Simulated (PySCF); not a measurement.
# Ba⁺: excitation energy

Ba⁺ [Xe] 6s1 (2S) → Ba⁺ [Xe] 6p1 (2P), as a difference of total energies. Computed with PySCF 2.14 in def2-QZVPPD with the def2 core potential (46 electrons) (7s5p3d2f1g, 60 functions), with scalar relativity through the core potential. Correlated levels: valence and next inner shell: nothing frozen outside the core potential. The calculations carry no spin-orbit coupling.

| method | excitation energy (eV) | error (eV) |
| --- | --- | --- |
| UHF | 2.389 | -0.263 |
| LDA | 2.611 | -0.041 |
| PBE | 2.418 | -0.234 |
| PBE0 | 2.424 | -0.228 |
| r2SCAN | 2.318 | -0.334 |
| LC-wPBE | 2.474 | -0.178 |
| TPSSh | 2.272 | -0.380 |
| B97-3 | 2.390 | -0.262 |
| PBEsol | 2.441 | -0.211 |
| MP2 (valence and next inner shell) | 2.621 | -0.031 |
| SCS-MP2 (valence and next inner shell) | 2.571 | -0.081 |

Reference: 2.652 eV (measured; NIST levels, between the centres of gravity of the two terms).

Errors of the correlated levels include the incompleteness of this basis.
